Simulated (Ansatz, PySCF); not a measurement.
Process, species as SMILES: C=CC[Se]C=C + 7 [H][H] (H2) -> 5 C (CH4) + [SeH2] (H2Se)
Geometries: B3LYP-D3(BJ)/def2-TZVP minima from Ansatz (a first-principles code), one conformer each, not searched for the lowest. Frequencies are from Ansatz or PySCF.
Geometry of the first species:
SMILES: C=CC[Se]C=C
```xyz
14

C     -3.1712    -0.8995     0.7325
C     -2.3413    -0.3736    -0.1608
C     -1.2214     0.5424     0.1779
Se     0.5115    -0.3987    -0.0970
C      1.6036     1.1455    -0.3450
C      2.8930     1.2019    -0.0368
H     -3.0807    -0.6758     1.7893
H     -3.9690    -1.5687     0.4389
H     -2.4472    -0.6282    -1.2108
H     -1.2679     0.8797     1.2107
H     -1.1915     1.4052    -0.4876
H      1.1011     1.9796    -0.8226
H      3.4086     0.3827     0.4487
H      3.4787     2.0812    -0.2751
```

Property: energy of full hydrogenation (0 K, with B3LYP-D3(BJ) harmonic zero-point energies), in eV. Valence correlation only, unless marked. Spin-orbit coupling is left out. The frozen core is the preceding noble-gas configuration, with the filled d and f shells of earlier blocks. Non-relativistic. CBS(X,Y): correlation extrapolated as X^-3; Hartree-Fock from the larger set.

| level | program | energy of full hydrogenation (eV) |
|---|---|---|
| HF/cc-pVTZ | Ansatz | -6.37 |
| BLYP/def2-TZVPD | Ansatz | -5.16 |
| revPBE-D3(BJ)/def2-TZVPD | Ansatz + dftd3 | -4.86 |
| B3LYP/def2-TZVPD | Ansatz | -5.60 |

Question: Estimate the value at CCSD(T)/CBS(cc-pVTZ,cc-pVQZ) as computed with Ansatz.

Answer: -5.39 eV, so B3LYP/def2-TZVPD differs from it by -0.21 eV.
